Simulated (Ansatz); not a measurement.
C₃H₉Si, SMILES [CH2][SiH](C)C, multiplicity 2. Atoms are numbered in the order given.

```xyz
13

C     -0.1381     1.7719     0.3973
Si    -0.0643     0.0759    -0.3624
C     -1.3876    -1.0464     0.3908
C      1.6356    -0.7005    -0.0763
H     -0.3932     2.6785    -0.1629
H      0.0666     1.9436     1.4617
H     -0.3101     0.2057    -1.8322
H     -1.3428    -2.0544    -0.0539
H     -2.3986    -0.6428     0.2236
H     -1.2378    -1.1478     1.4784
H      2.4357    -0.0925    -0.5272
H      1.6831    -1.7104    -0.5162
H      1.8444    -0.7905     1.0026
```
Charge 0, spin multiplicity 2.

Coordinates come from a B3LYP-D3(BJ)/def2-SVP optimisation. The isomer is the one that the SMILES or the coordinates give; other isomers of the formula were not compared.

Two levels are set side by side: PBE-D3(BJ)/def2-SVP (Ansatz, a program for electronic structure) and B3LYP-D3(BJ)/def2-SVP (Ansatz). Each level has its own optimised geometry; the coordinates shown are those of the second. Differences are taken from unrounded values.

| quantity | B3LYP-D3(BJ) |
|---|---|
| mean bond length (Å) | 1.329 |
| bond C1–Si2 (Å) | 1.860 |
| bond Si2–C3 (Å) | 1.892 |
| bond Si2–C4 (Å) | 1.891 |
| bond C1–H5 (Å) | 1.096 |
| bond C1–H6 (Å) | 1.097 |
| bond Si2–H7 (Å) | 1.496 |
| bond C3–H8 (Å) | 1.103 |
| bond C3–H9 (Å) | 1.101 |
| bond C3–H10 (Å) | 1.102 |
| bond C4–H11 (Å) | 1.101 |
| bond C4–H12 (Å) | 1.103 |
| bond C4–H13 (Å) | 1.103 |

Task: What does PBE-D3(BJ) give, and how far is it from B3LYP-D3(BJ)? (An estimate is asked for; the answer gives what the named calculation found.)

Result: 
| quantity | PBE-D3(BJ) | PBE-D3(BJ) minus B3LYP-D3(BJ) |
|---|---|---|
| mean bond length (Å) | 1.336 | 0.007 |
| bond C1–Si2 (Å) | 1.863 | 0.003 |
| bond Si2–C3 (Å) | 1.898 | 0.007 |
| bond Si2–C4 (Å) | 1.897 | 0.006 |
| bond C1–H5 (Å) | 1.103 | 0.008 |
| bond C1–H6 (Å) | 1.105 | 0.008 |
| bond Si2–H7 (Å) | 1.509 | 0.013 |
| bond C3–H8 (Å) | 1.110 | 0.007 |
| bond C3–H9 (Å) | 1.108 | 0.007 |
| bond C3–H10 (Å) | 1.109 | 0.007 |
| bond C4–H11 (Å) | 1.108 | 0.007 |
| bond C4–H12 (Å) | 1.110 | 0.007 |
| bond C4–H13 (Å) | 1.110 | 0.007 |

Exact exchange shortens and stiffens bonds; PBE has none. Differences between two approximate levels are no errors against the true value.
